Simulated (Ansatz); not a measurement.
Wavefunction ladder for C2BrClF2, SMILES `F/C(Cl)=C(/F)Br`

```
atom    x (Å)    y (Å)    z (Å)
  F1  -0.8659  -1.4893  -0.3429
  C2   0.1181  -0.6146  -0.2604
 Cl3   1.6106  -1.1674  -0.8413
  C4  -0.0720   0.5992   0.2431
  F5   0.9170   1.4695   0.3227
 Br6  -1.7078   1.2027   0.8788
```

The species carries charge 0 and has multiplicity 1. Correlated methods include outer-core shells of Br, which these sets cover unevenly. Scalar relativity is left out up to krypton. All single points use the PBE0-D4/def2-TZVP geometry. Frozen core, restricted reference, Ansatz.

```tsv
basis	HF (Eh)	MP2 corr.	CCSD corr.	(T)	CCSD(T) total
def2-SVP	-3305.77479	-0.98637	-1.00808	?	?
def2-TZVPP	?	-1.26529	?	?	?
def2-QZVPP	-3306.66652	-1.67068	–	–	–
```

(1) Fill in the withheld values. (An estimate is asked.)

Answers

(1) The calculation gave: def2-SVP (T): -0.02738; def2-SVP CCSD(T) total: -3306.81025; def2-TZVPP HF (Eh): -3306.59259; def2-TZVPP CCSD corr.: -1.28485; def2-TZVPP (T): -0.05182; def2-TZVPP CCSD(T) total: -3307.92926.
